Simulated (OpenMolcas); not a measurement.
Re5+: moving or changing the point charges

Re5+ among 2 point charges of -2.5 e arranged as a linear pair (D∞h), 1.92 Å from the ion.

| Quantity | Value |
| --- | --- |
| Program | OpenMolcas |
| Method | SS-CASPT2, IPEA 0.25 Eh, imaginary shift 0.1 Eh (closed shells correlated: 5s 5p) |
| Basis | ANO-RCC-VTZP [8s7p5d3f2g1h] |
| Scalar Hamiltonian | DKH2, point nucleus |
| Active space | 2 electrons in 5 orbitals (5d) |
| State averaging | 2S+1 = 3 even, 10 roots; 2S+1 = 1 even, 15 roots |
| Spin-orbit coupling | RASSI with atomic mean-field integrals over the reference wave functions |

Runs around this geometry, states (labels by Λ). Energies in cm-1 above the lowest state or level, χT in cm3 K/mol.

| R (Å) | q (e) | Ground state | First state of that spin | First gap with spin-orbit (degeneracies) | χT at 300 K | First state of another spin |
| --- | --- | --- | --- | --- | --- | --- |
| 1.92 | -1.62 | 3Σ | 3Φ 4890 | 4170 (1, 2) | 0.035 | 1Σ 7240 |
| 1.81 | -2.5 | 3Σ | 3Φ 15020 | 5000 (1, 2) | 0.046 | 1Γ 6840 |
| 1.92 | -2.5 | 3Σ | 3Φ 11790 | 5270 (1, 2) | 0.042 | 1Γ 6980 |
| 2.03 | -2.5 | 3Σ | 3Φ 9120 | 5500 (1, 2) | 0.038 | 1Γ 7130 |

Taking the first state of the same spin as R^-n, n = -ln(9120 / 15020) / ln(2.03 / 1.81) = 4.3 between the shortest and longest distance.

Scaling the charges by -1.62 / -2.5 = 0.65 scales the first state of the same spin by 4890 / 11790 = 0.41; with fixed orbitals a first-order splitting would follow the charge.

Roots that are degenerate in the reference are averaged as groups; the widest CASPT2 spread within a group is 37 cm-1 (the 2-fold group of multiplicity 1 near 31800 cm-1 above the lowest state of its run, R = 1.92, q = -1.62). Shifts and gaps below about the spread of the groups concerned are not significant. Free-ion shares, where given, are those of the reference states; single-state CASPT2 does not remix them. Spin-orbit coupling mixes the spin-free states strongly: the lowest level takes only 59 % from its leading state, 3Σ (figures for R = 1.92, q = -1.62; the like holds for R = 1.81, q = -2.5, R = 1.92, q = -2.5, R = 2.03, q = -2.5). This is an electrostatic model: the charges have no orbitals. No measured value stands beside these numbers.
